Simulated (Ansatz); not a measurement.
Consider the ligand exchange at the Sn–O bond: `OC[O][SnH3]` + H₂S → `[SH][SnH3]` + `OCO`.

Gas-phase electronic energies from Ansatz, PBE0-D4/def2-TZVP geometries. CBS: MP2 limit from def2 TZ/QZ plus the TZ coupled-cluster correction, frozen cores. This one scheme is used for every species. DFT in def2-TZVPP. B3LYP here is the variant with VWN-RPA as its local correlation; programs differ in this. def2 core potentials past Kr. For Sn outer-core shells are correlated without core-valence functions, which leaves a few kJ/mol of doubt a bond. One conformer a species, not always the lowest.

```csv
level,ΔE (kJ/mol),difference from CCSD(T)/CBS
PBE-D4,-56.7,-5.6
r2SCAN-D4,-53.4,-2.3
PBE0-D4,-61.1,-10.0
ωB97X-V,-50.9,0.2
B2PLYP,-51.4,-0.3
PBE,-58.1,-7.0
r2SCAN,-54.0,-2.9
B3LYP,-53.5,-2.4
HF/def2-TZVPP,-55.7,-4.6
MP2/def2-TZVPP,-52.8,-1.7
SCS-MP2/def2-TZVPP,-49.0,2.1
CCSD/def2-TZVPP,-51.1,0.0
CCSD(T)/def2-TZVPP,-50.2,0.9
SCS-MP2/def2-QZVPP,-49.2,1.9
HF/CBS(def2),-53.6,-2.5
MP2/CBS(def2),-53.7,-2.6
CCSD(T)/CBS,-51.1,0
```

Largest T1 diagnostic among the species: 0.013.

From PBE to PBE0 (25 % exact exchange), in def2-TZVPP and without D4, ΔE moves by −4.3 kJ/mol.
